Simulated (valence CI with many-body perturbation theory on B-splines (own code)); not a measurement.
**Forbidden lines of Ce XXVI**

Method: valence CI with perturbative core correlation (CI+MBPT): five valence electrons over a frozen Dirac-Fock core [Ar] 3d10, radial functions for each j: 11 s, 11 p, 10 d, 8 f, 5 g, 2 h, with the one-electron correlation potential Σ1, the two-electron term Σ2, the three-electron term Σ3, Breit, model QED; selected CI, second order for the rest, scaled by the run's own slope (own B-spline code, finite nucleus).

No measured levels were compared; by estimate levels hold to about 250 cm⁻¹ or 0.2 % of their energy and the worst to 1 %, as in measured heavy ions of charge 2 to 7; those with d or f electrons hold less well. Among the levels kept, up to 2100 cm⁻¹ of a level comes from second order outside the variational space, and about a tenth of that is noise between levels of different J, which matters for small intervals.

Lines 1 to 21 of 21 in falling wavelength, among levels below 2157500 cm⁻¹, chosen from the decays that carry over 1 % of a level's rate. Wavelengths and rates use the calculated energies, so an error of 2000 cm⁻¹ moves a line at 336.7 nm by 6.7 % and its rate by three times that or more. Electric multipoles are in the length gauge, E1 and E2 with the static RPA response of the core. S is in atomic units (e²a₀⁴ for E2 and M2, e²a₀⁶ for E3), for M1 in squared Bohr magnetons. Weak lines are less certain than strong ones. Lines between different terms over intervals too small for the method are left out, as are lines whose strength nearly cancels.

Levels are named by their leading jj configuration (3d3/2^4 stands for four electrons in 3d with j = 3/2), which in mixed levels can hold well under half, so a name can repeat and another be missing. Letters in brackets count levels of one name in rising energy.

| λ vac (nm) | Upper | Lower | Type | A (s⁻¹) | S (a.u.) |
| --- | --- | --- | --- | --- | --- |
| 336.7 | (4s^2 4p1/2 4p3/2 4d5/2) J=9/2 | (4s^2 4p1/2 4p3/2 4d5/2) J=7/2 [a] | M1 | 8.66e+01 | 1.23e+00 |
| 220.3 | (4s^2 4p1/2 4p3/2 4d5/2) J=9/2 | (4s^2 4p1/2 4p3/2 4d3/2) J=7/2 | M1 | 1.34e+03 | 5.31e+00 |
| 77.93 | (4s^2 4p3/2^2 4d5/2) J=9/2 | (4s^2 4p1/2 4p3/2 4d5/2) J=7/2 [b] | M1 | 2.25e+04 | 3.94e+00 |
| 65.67 | (4s^2 4p1/2 4p3/2 4d5/2) J=9/2 | (4s 4p1/2 4p3/2^3) J=5/2 | E2 | 5.43e+01 | 5.92e-02 |
| 60.20 | (4s^2 4p1/2 4p3/2 4d5/2) J=9/2 | (4s^2 4p1/2^2 4d5/2) J=5/2 | E2 | 1.79e+02 | 1.26e-01 |
| 58.85 | (4s^2 4p1/2 4p3/2^2) J=3/2 | (4s^2 4p1/2^2 4p3/2) J=3/2 | M1 | 1.05e+05 | 3.16e+00 |
| 57.67 | (4s^2 4p3/2^3) J=3/2 | (4s^2 4p1/2 4p3/2^2) J=1/2 | M1 | 2.66e+04 | 7.57e-01 |
| 52.79 | (4s^2 4p3/2^2 4d5/2) J=9/2 | (4s^2 4p1/2 4p3/2 4d5/2) J=9/2 | M1 | 5.59e+04 | 3.05e+00 |
| 50.19 | (4s^2 4p1/2 4p3/2^2) J=5/2 | (4s^2 4p1/2^2 4p3/2) J=3/2 | M1 | 1.97e+04 | 5.55e-01 |
| 50.19 | (4s^2 4p1/2 4p3/2^2) J=5/2 | (4s^2 4p1/2^2 4p3/2) J=3/2 | E2 | 1.14e+03 | 1.95e-01 |
| 47.39 | (4s^2 4p3/2^3) J=3/2 | (4s^2 4p1/2 4p3/2^2) J=5/2 | M1 | 4.34e+04 | 6.85e-01 |
| 47.39 | (4s^2 4p3/2^3) J=3/2 | (4s^2 4p1/2 4p3/2^2) J=5/2 | E2 | 3.12e+03 | 2.66e-01 |
| 45.63 | (4s^2 4p3/2^2 4d5/2) J=9/2 | (4s^2 4p1/2 4p3/2 4d5/2) J=7/2 [a] | M1 | 4.41e+04 | 1.55e+00 |
| 42.59 | (4s^2 4p3/2^2 4d5/2) J=9/2 | (4s^2 4p1/2 4p3/2 4d3/2) J=7/2 | M1 | 1.21e+04 | 3.45e-01 |
| 42.22 | (4s^2 4p1/2 4p3/2^2) J=1/2 | (4s^2 4p1/2^2 4p3/2) J=3/2 | M1 | 9.80e+04 | 5.47e-01 |
| 42.22 | (4s^2 4p1/2 4p3/2^2) J=1/2 | (4s^2 4p1/2^2 4p3/2) J=3/2 | E2 | 1.88e+03 | 4.49e-02 |
| 41.61 | (4s^2 4p3/2^3) J=3/2 | (4s^2 4p1/2 4p3/2^2) J=3/2 | M1 | 1.99e+05 | 2.12e+00 |
| 25.74 | (4s^2 4p1/2 4p3/2 4d5/2) J=9/2 | (4s 4p1/2^2 4p3/2^2) J=5/2 | E2 | 4.14e+02 | 4.17e-03 |
| 17.30 | (4s^2 4p3/2^2 4d5/2) J=9/2 | (4s 4p1/2^2 4p3/2^2) J=5/2 | E2 | 3.70e+03 | 5.12e-03 |
| 12.03 | (4s^2 4p1/2 4p3/2 4d5/2) J=9/2 | (4s^2 4p1/2 4p3/2^2) J=5/2 | M2 | 1.15e+03 | 2.59e-04 |
| 9.702 | (4s^2 4p1/2 4p3/2 4d5/2) J=9/2 | (4s^2 4p1/2^2 4p3/2) J=3/2 | E3 | 4.58e+01 | 1.18e-01 |
